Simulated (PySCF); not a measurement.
Species: C2H7NOSi.
SMILES with atom numbers: `[CH2:1]=[N:2][CH2:3][O:4][SiH3:5]` (hydrogens: H6, H7 on C1; H8, H9 on C3; H10, H11, H12 on Si5)

Level of theory: PySCF, PBE0-D3(BJ)/def2-SVP geometry optimisation, gas phase.

Q: What internal coordinates does the optimisation give?

A: 
```
            bond  length (Å)   order
           C1=N2       1.263  double
           N2–C3       1.423  single
           C3–O4       1.401  single
          O4–Si5       1.666  single
           C1–H6       1.103  single
           C1–H7       1.099  single
    C3–H8, C3–H9       1.108  single
Si5–H10, Si5–H12       1.496  single
         Si5–H11       1.487  single
```

Bonds in one row agree within 0.01 Å and their mean is given. Orders are formal, as drawn. A selection of angles:
```
      angle  degrees
   N2–C1–H6    123.3
   N2–C1–H7    118.6
   H6–C1–H7    118.1
   C1–N2–C3    119.9
   N2–C3–O4    114.5
   N2–C3–H8    106.9
   O4–C3–H8    110.7
   H8–C3–H9    106.8
  C3–O4–Si5    125.9
 O4–Si5–H10    110.9
 O4–Si5–H11    106.4
H10–Si5–H11    110.2
H10–Si5–H12    108.4
```

Torsions: C1–N2–C3–O4 0° (synperiplanar); N2–C3–O4–Si5 -175° (antiperiplanar). The mirror-image conformer, all signs reversed, is as good.

Of the pairs four or more bonds apart, O4···H6 is among the closest relative to their van der Waals radii: 2.28 Å, 84 % of the sum of Bondi's values. The 2 C–N bonds span 1.263 Å (C1=N2, drawn double) to 1.423 Å (N2–C3, drawn single), a spread of 0.160 Å. O4 (silyl ether oxygen) is bent (angle 125.9°). N2 (imine nitrogen) is bent (angle 119.9°). Si5 (oxygen-bound silicon) is tetrahedral (angles from 106.4° to 110.9°).

Point group: near Cs, missed by 0.12 Å at most; the miss may be what the optimiser left on a soft mode. No frequency check. One conformer, not necessarily the lowest.

Time: 23 s wall; peak memory 0.44 GiB. Hardware: an Arm Neoverse V1 with one thread, shared host with 32 logical CPUs at a one-minute load of 19. This is the geometry optimisation.
